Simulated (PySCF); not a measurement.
C4H9F, SMILES CCCCF.

Geometry: r2SCAN-D4/def2-SVP. One conformer was computed; it need not be the lowest.

These are r2SCAN-D4/def2-SVP (PySCF) values and carry that method's errors.

Frequencies are harmonic and unscaled.

### Question
List the normal modes with their intensities. (An estimate is asked for; the answer gives what the named calculation found.)

### Answer

```csv
mode,ν (cm⁻¹),IR (km/mol),moving atoms (share of kinetic energy)
1,94,0.7,"C 44 %, H 43 %, F 13 %"
2,146,3.3,"F 39 %, C 33 %, H 28 %"
3,249,0.6,"H 63 %, C 34 %"
4,262,0.3,"H 71 %, C 28 %"
5,343,0.9,"C 46 %, H 31 %, F 23 %"
6,520,5.0,"C 52 %, H 37 %, F 11 %"
7,748,2.4,"H 87 %, C 11 %"
8,839,3.3,"H 64 %, C 34 %"
9,855,6.0,"H 51 %, C 43 %"
10,968,1.5,"H 81 %, C 19 %"
11,972,13.2,"H 54 %, C 34 %, F 12 %"
12,1060,14.9,"C 66 %, H 29 %"
13,1101,57.5,"C 53 %, H 30 %, F 17 %"
14,1137,11.9,"C 56 %, H 41 %"
15,1169,4.0,"C 52 %, H 47 %"
16,1247,1.6,"H 77 %, C 22 %"
17,1267,1.1,"H 78 %, C 21 %"
18,1313,1.4,"H 81 %, C 18 %"
19,1320,0.7,"H 89 %, C 11 %"
20,1388,0.9,"H 76 %, C 24 %"
21,1398,1.4,"H 60 %, C 40 %"
22,1416,19.3,"H 70 %, C 30 %"
23,1443,4.0,"H 91 %, C 9 %"
24,1467,1.5,H 95 %
25,1471,8.5,H 97 %
26,1481,5.7,"H 92 %, C 8 %"
27,1489,1.5,"H 92 %, C 8 %"
28,3014,23.9,H 95 %
29,3019,33.6,H 94 %
30,3024,25.6,H 94 %
31,3026,41.8,H 96 %
32,3067,10.5,"H 91 %, C 9 %"
33,3080,42.1,"H 90 %, C 10 %"
34,3089,29.9,"H 90 %, C 10 %"
35,3118,43.3,"H 91 %, C 9 %"
36,3129,25.8,"H 91 %, C 9 %"
```
